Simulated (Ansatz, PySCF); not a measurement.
HOP, SMILES P=O.

Geometry optimised at TPSSh-D3(BJ)/def2-TZVPD.

Vertical ionisation energy (IE) and electron affinity (EA) in eV. Rows of orbital energies are one-electron estimates. Where ΔSCF, EOM or ADC give a negative EA the extra electron is unbound and the value depends on the basis.

```
level                                                                    IE    EA
--------------------------------------------------------------------  -----  ----
−ε(HOMO), −ε(LUMO), M06-2X/def2-TZVPD (PySCF)                          8.90  2.33
−ε(HOMO), −ε(LUMO), ωB97X/def2-TZVPD (PySCF)                          10.01  1.08
−ε(HOMO), −ε(LUMO), PBE/def2-TZVPD (PySCF)                             6.28  4.34
EOM-CCSD/aug-cc-pVDZ (PySCF)                                          10.09  0.64
ADC(2)/aug-cc-pVDZ (PySCF)                                             9.02  0.73
ΔSCF, PBE0/def2-TZVPD (Ansatz), final states of multiplicity 2 and 2  10.28  1.04
ΔSCF, PBE/def2-TZVPD (Ansatz), final states of multiplicity 2 and 2   10.14  0.93
```

### Question
What vertical singlet–triplet gap does ΔSCF give with PBE0/def2-TZVPD (Ansatz, an electronic-structure program) and with PBE/def2-TZVPD (Ansatz)? (An estimate is asked for; the answer gives what the named calculation found.)

### Answer
1.47 and 1.51 eV (triplet above singlet where positive).

### Question
Beyond the first one, list the lowest photoelectron lines from ADC(2)/aug-cc-pVDZ in PySCF with their pole strengths (two spins summed). (Estimate from the structure and the level; the computed values follow.)

### Answer
12.05 eV (1.70), 12.50 eV (1.71), 13.61 eV (1.71), 19.13 eV (1.72).
